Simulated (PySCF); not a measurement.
(E)-3-chloropent-3-en-1-yne (C5H5Cl), SMILES C#C/C(Cl)=C\C. Atoms are numbered in the order given.

```xyz
11

C      2.4729     0.4071     0.0000
C      1.2799     0.1817     0.0000
C     -0.1154    -0.0973     0.0000
Cl    -0.5181    -1.8145     0.0000
C     -1.0980     0.8233     0.0000
C     -0.8833     2.3019     0.0000
H      3.5284     0.6038     0.0000
H     -2.1281     0.4547     0.0000
H      0.1840     2.5623     0.0000
H     -1.3564     2.7627     0.8845
H     -1.3564     2.7627    -0.8845
```

Geometry optimised at B3LYP-D3(BJ)/def2-SVP.

Two levels are set side by side: PBE/pcSseg-1 (PySCF) and KT2/pcSseg-1 (PySCF). GIAO shifts against HCl (³⁵Cl), TMS (¹H), TMS (¹³C) at the same level; non-relativistic, no solvent, atoms listed together averaged. Without spin–orbit terms, shifts of atoms bonded to Cl or Br come out too high at both levels. Differences are taken from unrounded values.

```csv
quantity,KT2
δ(¹³C) of C1 (ppm),86.6
δ(¹³C) of C2 (ppm),77.7
δ(¹³C) of C3 (ppm),119.3
δ(³⁵Cl) of Cl4 (ppm),311.6
δ(¹³C) of C5 (ppm),137.4
δ(¹³C) of C6 (ppm),22.1
δ(¹H) of H7 (ppm),3.90
δ(¹H) of H8 (ppm),6.33
```

Question: What does PBE give, and how far is it from KT2? (An estimate is asked for; the answer gives what the named calculation found.)

Answer: 
| quantity | PBE | PBE minus KT2 |
|---|---|---|
| δ(¹³C) of C1 (ppm) | 93.2 | 6.5 |
| δ(¹³C) of C2 (ppm) | 84.2 | 6.5 |
| δ(¹³C) of C3 (ppm) | 127.1 | 7.7 |
| δ(³⁵Cl) of Cl4 (ppm) | 325.9 | 14.3 |
| δ(¹³C) of C5 (ppm) | 145.6 | 8.2 |
| δ(¹³C) of C6 (ppm) | 22.4 | 0.3 |
| δ(¹H) of H7 (ppm) | 3.65 | -0.25 |
| δ(¹H) of H8 (ppm) | 6.50 | 0.16 |

Rough cost on one machine, each run with all the roots and properties that it gave: KT2 against PBE within a factor of 2.
